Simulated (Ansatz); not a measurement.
Frontier orbitals of molybdenum dichloride dioxide, Cl₂MoO₂.

Cartesian coordinates in Å:
```
O -1.273 1.164 0.116
Mo -0.014 0.091 -0.054
O 0.987 0.709 -1.229
Cl 1.107 -0.064 1.881
Cl -0.807 -1.899 -0.713
```

The species carries charge 0 and has multiplicity 1. Correlated methods include outer-core shells of Mo, which these sets cover unevenly. Mo: def2 effective core potential. The structure was optimised at the PBE0-D4/def2-TZVP level. Basis def2-TZVPP, Ansatz 0.2.0.

| functional | HOMO (eV) | LUMO (eV) | gap (eV) |
| --- | --- | --- | --- |
| LDA (SPW92) | -8.54 | -4.64 | 3.90 |
| PBE | -8.32 | -4.39 | 3.93 |
| r2SCAN | -8.73 | -4.42 | 4.31 |
| B97M-V | -8.81 | -4.38 | 4.43 |
| PBE0 | -9.96 | -3.77 | 6.19 |
| r2SCANh | -9.34 | -4.17 | 5.17 |
| ωB97M-V | -12.20 | -1.71 | 10.49 |
| HF | -13.35 | -0.46 | 12.89 |

A quarter of exact exchange (PBE0) shifts PBE's HOMO by −1.64 eV and its LUMO by +0.62 eV; full exchange at long range (ωB97M-V) shifts them by −3.88 and +2.68 eV. The gap opens from 3.93 to 10.49 eV, since occupied levels lose self-interaction and empty ones feel all the electrons.
